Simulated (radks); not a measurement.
Question: The mean radii <r> (bohr) of the occupied orbitals of an atom or ion are listed with their occupations. All-electron calculation, Dirac Kohn-Sham, PBE, spin-unpolarised, spherical densities, finite nucleus; Fermi nuclear charge, rms radius of each element as measured or else 0.836 A^(1/3) + 0.57 fm. Program: a radial shooting solver on a logarithmic mesh with Libxc functionals.

orbital  occ.      <r>
1s1/2       1  0.07118

Name the element and its charge. Open shells, if any, fill j = l - 1/2 first.

Answer: Z = 21, scandium, charge +20: Sc20+ in 1s1. The 1s radius gives Z: for a bare nucleus <r> = (2 gamma + 1)/(2Z) with gamma = sqrt(1 - (Z/c)^2), 0.07087 bohr for Z = 21, and the self-interaction of the functional makes it slightly larger (0.07118 here). The occupations add up to 1, and the charge is Z minus that.
